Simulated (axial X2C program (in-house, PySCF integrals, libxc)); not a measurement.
Curves of WOH from open-shell CI on d4 s1 p(π)0

Calculated with an in-house all-electron X2C program for linear molecules (integrals from PySCF): two-component X2C with atomic mean-field Coulomb and Gaunt terms, basis W dyall-v3z, O dyall-av3z, H dyall-v3z (cores contracted in-house). Orbitals come from Hartree–Fock averaged over the configuration W d4 s1 p(π)0; CI then distributes these electrons over the d, s, p(π) shells of W.

Scan along the W–O bond with OH moving as one mass, its bond held at 0.950 Å; masses W 183.951 u, O 15.995 u, H 1.008 u. Energies in cm⁻¹ from the lowest point; levels are followed by energy order within each Ω. Lowest level at 1.958 Å: 77% d4 s1 + 22% d5.

| R (Å) | (1)Ω=1/2 | (1)Ω=3/2 | (1)Ω=5/2 | (2)Ω=1/2 | (2)Ω=3/2 | (3)Ω=1/2 | (4)Ω=1/2 |
| --- | --- | --- | --- | --- | --- | --- | --- |
| 1.821 | 1314 | 1701 | 2423 | 4210 | 5589 | 4650 | 5948 |
| 1.889 | 114 | 502 | 1228 | 4100 | 4566 | 4552 | 4914 |
| 1.958 | 0 | 393 | 1133 | 4263 | 4373 | 5248 | 5331 |
| 2.036 | 820 | 1222 | 1983 | 4975 | 5066 | 5977 | 7176 |
| 2.115 | 2341 | 2755 | 3545 | 6326 | 6436 | 7358 | 9465 |
| 2.203 | 4544 | 4974 | 5800 | 8315 | 8459 | 9393 | 11756 |
| 2.310 | 7603 | 8055 | 8929 | 11107 | 11302 | 12248 | 14351 |

(1) Fit the curves (1)Ω=1/2, (1)Ω=3/2, (1)Ω=5/2 near their minima.

The 7 lowest curves are shown; the next is (3)Ω=3/2, from 5474 cm⁻¹.

There is no dynamic correlation: spin–orbit spacings and, for f shells, spacings inside one term are the most reliable numbers, splittings between terms come out too wide, and energies between configurations are not reliable, so the lowest level need not be the ground state of the molecule. For d shells the ligand-field splittings (σ, π, δ) and their order can be off by a thousand cm⁻¹ or more. At most 4 roots were kept for each Ω > 0 (twice that for Ω = 0) within 3.2 eV of the lowest, so higher up levels can be missing between those listed; levels with Ω > 0 are doubly degenerate and listed once, Ω = 0 levels singly. Some active spinors are only partly of the character that their shell is named for, so the shell names and counts are nominal. States that fill the shells left empty in the average are placed too high. The molecule was held linear; bending was not examined.

Answers

(1) From the open-shell CI curves, Te from the lowest:

```
   level  Te (cm⁻¹)  Re (Å)  ωe (cm⁻¹)
(1)Ω=1/2          0   1.931      641.6
(1)Ω=3/2        391   1.931      643.5
(1)Ω=5/2       1124   1.930      647.4
```

Without dynamic correlation distances can be off by several hundredths of an Å (long for ionic bonds, short for multiple bonds) and the wavenumbers are rough.
